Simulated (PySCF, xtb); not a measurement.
CH5ISi. Atoms are numbered in the order given.

```xyz
8

Si     0.6624     1.4669     0.0000
C     -0.8416     2.5868     0.0000
I     -0.0712    -0.9027     0.0000
H      1.4972     1.6646    -1.2157
H      1.4972     1.6646     1.2157
H     -1.4596     2.4071     0.8929
H     -0.5234     3.6428     0.0000
H     -1.4596     2.4071    -0.8929
```
Charge 0, spin multiplicity 1.

Geometry optimised at B3LYP-D3(BJ)/def2-SVP. The def2 effective core potentials stand for the cores of I; spin–orbit coupling is left out.

Computed with IEF-PCM-ωB97X/def2-SVP (PySCF).

The values are the electrostatic part of the solvation free energy, E(continuum) − E(gas) at the gas-phase geometry, in a cavity of scaled van der Waals radii (PySCF's table); cavitation and dispersion terms are not included. In vacuum the orbital gap is 11.34 eV. The dipole moment in vacuum is 2.11 D.

| solvent | ε | ΔG(elec) (kcal/mol) | dipole (D) | gap (eV) |
|---|---|---|---|---|
| water | 78.36 | -1.9 | 2.78 | 11.58 |
| chloroform | 4.71 | -1.4 | 2.59 | 11.51 |
| benzene | 2.27 | -0.9 | 2.41 | 11.45 |

For comparison, GFN2-xTB/ALPB(water) (xtb, at the GFN2-xTB geometry, all terms of that model) gives -1.8 kcal/mol.
